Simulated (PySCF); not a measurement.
Ge(H)(F)(OH)2 (FGeH₃O₂), SMILES [OH][GeH]([OH])[F].

Geometry: PBE-D3(BJ)/def2-SVP. Other conformers were not sampled.

The numbers are results of PySCF with PBE-D3(BJ)/def2-SVP, not measurements.

Frequencies are harmonic and unscaled.

| mode | ν (cm⁻¹) | IR (km/mol) | Raman (Å⁴/amu) | depolarisation | moving atoms (share of kinetic energy) |
|---|---|---|---|---|---|
| 1 | 125 | 70.6 | 1.6 | 0.74 | H 51 %, O 41 % |
| 2 | 194 | 21.2 | 2.4 | 0.75 | H 76 %, O 10 %, F 10 % |
| 3 | 216 | 27.5 | 1.4 | 0.74 | F 40 %, O 37 %, H 15 %, Ge 9 % |
| 4 | 257 | 54.4 | 1.5 | 0.68 | O 38 %, Ge 30 %, F 25 % |
| 5 | 307 | 107.0 | 1.9 | 0.75 | H 60 %, O 35 % |
| 6 | 673 | 39.3 | 10.3 | 0.03 | F 59 %, O 26 %, Ge 12 % |
| 7 | 684 | 15.1 | 13.1 | 0.75 | H 92 % |
| 8 | 699 | 71.4 | 5.7 | 0.60 | O 41 %, H 33 %, F 13 %, Ge 13 % |
| 9 | 705 | 55.1 | 8.5 | 0.35 | H 57 %, O 25 %, Ge 14 % |
| 10 | 728 | 95.1 | 5.1 | 0.63 | O 70 %, Ge 19 %, H 8 % |
| 11 | 888 | 99.0 | 3.1 | 0.75 | H 89 %, O 8 % |
| 12 | 908 | 107.7 | 4.9 | 0.72 | H 90 % |
| 13 | 2159 | 71.7 | 149.1 | 0.20 | H 99 % |
| 14 | 3719 | 73.2 | 77.3 | 0.38 | H 94 % |
| 15 | 3721 | 71.9 | 105.8 | 0.17 | H 94 % |
